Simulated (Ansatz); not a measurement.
Consider the formal exchange of groups at a Ge–F bond: `C[O][GeH]([F])[Cl]` + `C=C=CN` → `C[O][GeH]([NH2])[Cl]` + `C=C=CF`.

Gas-phase electronic energies from Ansatz, PBE0-D4/def2-TZVP geometries. CCSD(T)/CBS is the MP2 limit (def2-TZVPP, def2-QZVPP) plus CCSD(T) − MP2 in def2-TZVPP, frozen cores. Functionals use def2-TZVPP. B3LYP here is the variant with VWN-RPA as its local correlation; programs differ in this. For Ge outer-core shells are correlated without core-valence functions, which leaves a few kJ/mol of doubt a bond. Scalar relativity is left out up to krypton. Each species was taken in one conformer, which may not be the lowest.

```tsv
level	ΔE (kJ/mol)	difference from CCSD(T)/CBS
r2SCAN-D4	86.9	5.1
PBE0-D4	84.5	2.7
B3LYP-D4	84.0	2.2
r2SCAN	87.2	5.4
PBE0	85.3	3.5
B3LYP	85.4	3.6
HF/def2-QZVPP	89.2	7.4
SCS-MP2/def2-QZVPP	87.4	5.6
HF/CBS(def2)	89.6	7.8
MP2/CBS(def2)	88.9	7.1
CCSD(T)/CBS	81.8	0
```

Largest T1 diagnostic among the species: 0.013.
